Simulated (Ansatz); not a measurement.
`C[S][Mg][OH]` + H₂ → `[OH][MgH]` + CH₃SH  (hydrogenolysis of a Mg–S bond)

Isolated molecules relaxed with PBE0-D4/def2-TZVP in Ansatz; ΔE leaves out vibrations. CCSD(T)/CBS adds triple-zeta CCSD(T) − MP2 to the extrapolated MP2 energy (def2 sets, frozen cores). This one scheme is used for every species. Functionals use def2-TZVPP. HSE06 is defined as in plane-wave codes. For Mg outer-core shells are correlated without core-valence functions, which leaves a few kJ/mol of doubt a bond. One conformer a species, not always the lowest.

```csv
level,ΔE (kJ/mol),difference from CCSD(T)/CBS
B97M-V,67.9,-25.8
BLYP,82.8,-10.9
r2SCAN,93.2,-0.5
r2SCANh,92.3,-1.4
HSE06,85.8,-7.9
BHLYP,80.6,-13.1
CAM-B3LYP,78.0,-15.7
CCSD/def2-SVP,83.1,-10.6
HF/def2-TZVPP,74.4,-19.3
MP2/def2-QZVPP,101.7,8.0
CCSD(T)/CBS,93.7,0
```

Largest T1 diagnostic among the species: 0.010.

Leaving LDA and LC-ωPBE aside and taking each functional with its dispersion term where it has one, the values, not all of them listed here, spread over 26.1 kJ/mol, from B97M-V to r2SCAN-D4. LDA lies −5.9 kJ/mol from PBE without D4. At CCSD(T), def2-SVP lies −7.8 kJ/mol from the extrapolated value and def2-TZVPP −6.2 kJ/mol. In def2-TZVPP, CCSD(T) changes the Hartree–Fock value by +13.0 kJ/mol (the triples alone add +3.8 kJ/mol) and MP2 by +23.7 kJ/mol.
